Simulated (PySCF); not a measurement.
**Low-lying terms of Pd (palladium, neutral)**

Ground state [Kr] 4d10, ¹S. Calculation: PySCF 2.14, in x2c-SVPall with two added diffuse shells each of s, p, d type (8s7p7d1f, 71 functions); the spin-free X2C one-electron Hamiltonian (Gaussian nucleus). Vertical excitation energies in eV without spin-orbit coupling; excited terms of each kind are numbered among those the solver found. Frozen: [Kr].

| term | leading excitation | EOM-EE-CCSD |
| --- | --- | --- |
| 1 3D | 4d → s | 0.993 |
| 1 1D | 4d → s | 1.409 |
| 1 3F° | 4d → p | 4.359 |
| 1 1F° | 4d → p | 4.445 |
| 2 3D | 4d → s | 5.801 |
| 2 1D | 4d → s | 5.851 |

The spin-orbit splitting of the hole, absent here, rivals or exceeds the spacing of these terms, so the LS terms are model states.

Only the lower part of the computed list is shown. The solver can miss terms. Rydberg members are limited by the diffuse functions of the basis.
